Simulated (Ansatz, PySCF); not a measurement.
C2H6ClGa, SMILES [CH3][Ga]([CH3])[Cl]. Atoms are numbered in the order given.

```xyz
10

Ga    -0.2834     0.1172    -0.1905
C     -1.7836    -1.1560    -0.2425
H     -1.4652    -2.0760    -0.7579
H     -2.6647    -0.7421    -0.7549
H     -2.0625    -1.4334     0.7865
C     -0.0816     1.9585    -0.8565
H      0.7472     1.9956    -1.5814
H      0.1821     2.6238    -0.0191
H     -0.9978     2.3307    -1.3383
Cl     1.5086    -0.6653     0.8005
```
Charge 0, spin multiplicity 1.

The structure is a stationary point at B3LYP-D3(BJ)/def2-SVP. The isomer is the one that the SMILES or the coordinates give; other isomers of the formula were not compared.

Two levels are set side by side: PBE-D3(BJ)/def2-SVP (Ansatz, an electronic-structure program) and B3LYP-D3(BJ)/def2-SVP (Ansatz). Each level has its own optimised geometry; the coordinates shown are those of the second. Frequencies come from the Hessian of PySCF at each geometry. Differences are taken from unrounded values.

```json
[
 {"quantity": "mean bond length (Å)", "B3LYP-D3(BJ)": "1.415", "PBE-D3(BJ)": "1.420", "PBE-D3(BJ) minus B3LYP-D3(BJ)": "0.005"},
 {"quantity": "bond Ga1–C2 (Å)", "B3LYP-D3(BJ)": "1.968", "PBE-D3(BJ)": "1.968", "PBE-D3(BJ) minus B3LYP-D3(BJ)": "0.000"},
 {"quantity": "bond Ga1–C6 (Å)", "B3LYP-D3(BJ)": "1.968", "PBE-D3(BJ)": "1.968", "PBE-D3(BJ) minus B3LYP-D3(BJ)": "0.000"},
 {"quantity": "bond Ga1–Cl10 (Å)", "B3LYP-D3(BJ)": "2.192", "PBE-D3(BJ)": "2.195", "PBE-D3(BJ) minus B3LYP-D3(BJ)": "0.003"},
 {"quantity": "bond C2–H3 (Å)", "B3LYP-D3(BJ)": "1.102", "PBE-D3(BJ)": "1.109", "PBE-D3(BJ) minus B3LYP-D3(BJ)": "0.007"},
 {"quantity": "bond C2–H4 (Å)", "B3LYP-D3(BJ)": "1.100", "PBE-D3(BJ)": "1.107", "PBE-D3(BJ) minus B3LYP-D3(BJ)": "0.007"},
 {"quantity": "bond C2–H5 (Å)", "B3LYP-D3(BJ)": "1.102", "PBE-D3(BJ)": "1.109", "PBE-D3(BJ) minus B3LYP-D3(BJ)": "0.007"},
 {"quantity": "bond C6–H7 (Å)", "B3LYP-D3(BJ)": "1.102", "PBE-D3(BJ)": "1.109", "PBE-D3(BJ) minus B3LYP-D3(BJ)": "0.007"},
 {"quantity": "bond C6–H8 (Å)", "B3LYP-D3(BJ)": "1.102", "PBE-D3(BJ)": "1.109", "PBE-D3(BJ) minus B3LYP-D3(BJ)": "0.007"},
 {"quantity": "bond C6–H9 (Å)", "B3LYP-D3(BJ)": "1.100", "PBE-D3(BJ)": "1.107", "PBE-D3(BJ) minus B3LYP-D3(BJ)": "0.007"},
 {"quantity": "highest harmonic wavenumber (cm⁻¹)", "B3LYP-D3(BJ)": "3141", "PBE-D3(BJ)": "3097", "PBE-D3(BJ) minus B3LYP-D3(BJ)": "-45"},
 {"quantity": "mean harmonic wavenumber (cm⁻¹)", "B3LYP-D3(BJ)": "1318", "PBE-D3(BJ)": "1287", "PBE-D3(BJ) minus B3LYP-D3(BJ)": "-31"},
 {"quantity": "zero-point energy (kcal/mol)", "B3LYP-D3(BJ)": "45.23", "PBE-D3(BJ)": "44.16", "PBE-D3(BJ) minus B3LYP-D3(BJ)": "-1.06"}
]
```

Exact exchange shortens and stiffens bonds; PBE has none. Differences between two approximate levels are no errors against the true value.
